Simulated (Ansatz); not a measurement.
Al2H8N2 (`[NH2+]1[AlH2-][NH2+][AlH2-]1`), 12 atoms. The species carries charge 0 and has multiplicity 1. All runs use 4 threads of an Arm Neoverse V2 on a shared host. Correlated methods freeze the cores.

(1) Give the basis size and wall time and peak host memory of each of these runs in Ansatz. RKS PBE0-D4/def2-TZVP relaxation (10 steps); RKS ωB97M-V/def2-TZVPP energy and forces; RKS PBE0-D4/def2-TZVP frequencies; RHF-CCSD(T)/def2-TZVPP energy; RHF-CCSD(T)/def2-SVP energy; RKS PBE0-D4/def2-QZVPP energy; RKS BHLYP-D4/def2-TZVPP energy; RKS B2PLYP (frozen core)/def2-TZVPP energy; RHF-MP2/def2-QZVPP energy; RKS PBE0-D4/def2-SVP energy; RKS ωB97M-V/def2-QZVPP energy; direct RPA on PBE orbitals/def2-TZVPP energy. (Best estimate.)

Results:

(1) Ansatz gave: Other jobs shared the machine, so times are rough.

| level | job | functions | wall time | peak host memory (GiB) |
| --- | --- | --- | --- | --- |
| RKS PBE0-D4/def2-SVP | energy | 104 | 0.8 s | 0.52 |
| RHF-CCSD(T)/def2-SVP | energy | 104 | 2 s | 0.52 |
| RKS BHLYP-D4/def2-TZVPP | energy | 258 | 2.2 s | 0.64 |
| RKS B2PLYP (frozen core)/def2-TZVPP | energy | 258 | 4 s | 0.67 |
| direct RPA on PBE orbitals/def2-TZVPP | energy | 258 | 4.2 s | 0.7 |
| RKS PBE0-D4/def2-QZVPP | energy | 494 | 7 s | 1.9 |
| RKS ωB97M-V/def2-TZVPP | energy and forces | 258 | 9.5 s | 0.94 |
| RHF-MP2/def2-QZVPP | energy | 494 | 15 s | 3.2 |
| RKS ωB97M-V/def2-QZVPP | energy | 494 | 18 s | 2.3 |
| RKS PBE0-D4/def2-TZVP | relaxation (10 steps) | 184 | 23 s | 0.46 |
| RHF-CCSD(T)/def2-TZVPP | energy | 258 | 66 s | 5.6 |
| RKS PBE0-D4/def2-TZVP | frequencies | 184 | 110 s | 0.52 |
